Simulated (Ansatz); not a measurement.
Reaction (formal exchange of groups at a B–F bond): `OC(F)(F)BF` + CH₄ → `CBC(O)(F)F` + H–F

Gas-phase electronic energies from Ansatz, PBE0-D4/def2-TZVP geometries. CCSD(T)/CBS adds triple-zeta CCSD(T) − MP2 to the extrapolated MP2 energy (def2 sets, frozen cores). This one scheme is used for every species. Functionals use def2-TZVPP. Each species was taken in one conformer, which may not be the lowest.

| level | ΔE (kcal/mol) |
| --- | --- |
| B2PLYP | 36.1 |
| CCSD(T)/def2-TZVPP | 34.3 |
| HF/def2-QZVPP | 38.8 |
| HF/CBS(def2) | 38.8 |

(1) What does CCSD(T)/CBS give? (Best estimate.)

Largest T1 diagnostic among the species: 0.013.

Results:

(1) Ansatz gave: +33.0 kcal/mol. The listed levels differ from it by 3.1, 1.3, 5.8, 5.8 kcal/mol.

In def2-TZVPP, CCSD(T) changes the Hartree–Fock value by −4.5 kcal/mol (the triples alone add −0.3 kcal/mol) and MP2 by −4.9 kcal/mol. The D4 term adds −1.2 kcal/mol with B3LYP and −0.7 kcal/mol with PBE0; it sums over pairs of atoms, weighted by their polarisabilities, and B3LYP, whose exchange is more repulsive, gets the larger term.

CCSD(T)/CBS has its own doubt, a few kJ/mol and more with outer-core shells, so smaller differences from it don't rank the levels.

B3LYP here is the variant with VWN-RPA as its local correlation; programs differ in this.
